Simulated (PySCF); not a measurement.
CH4FGaO2, SMILES C[O][Ga]([OH])[F].

The structure is a stationary point at PBE0-D3(BJ)/def2-SVP. The structure was generated by enumeration; whether it is a known compound was not checked. The values are those of a single conformer.

Two levels are set side by side: PBE/def2-TZVP (PySCF) and r2SCAN/def2-TZVP (PySCF). Same geometry, gas phase. Differences are taken from unrounded values.

```json
[
 {"quantity": "orbital gap (eV)", "r2SCAN": "5.19"},
 {"quantity": "highest occupied level (eV)", "r2SCAN": "-7.07"},
 {"quantity": "lowest empty level (eV)", "r2SCAN": "-1.88"},
 {"quantity": "dipole moment (D)", "r2SCAN": "1.69"},
 {"quantity": "mean polarisability (bohr³)", "r2SCAN": "44.2"}
]
```

Q: What does PBE give, and how far is it from r2SCAN? (Estimate from the structure and the level; the computed values follow.)

A: 
| quantity | PBE | PBE minus r2SCAN |
|---|---|---|
| orbital gap (eV) | 4.53 | -0.67 |
| highest occupied level (eV) | -6.74 | 0.33 |
| lowest empty level (eV) | -2.22 | -0.34 |
| dipole moment (D) | 1.67 | -0.01 |
| mean polarisability (bohr³) | 46.1 | 1.9 |

Rough cost on one machine, each run with all the roots and properties that it gave: r2SCAN against PBE about 3 times.
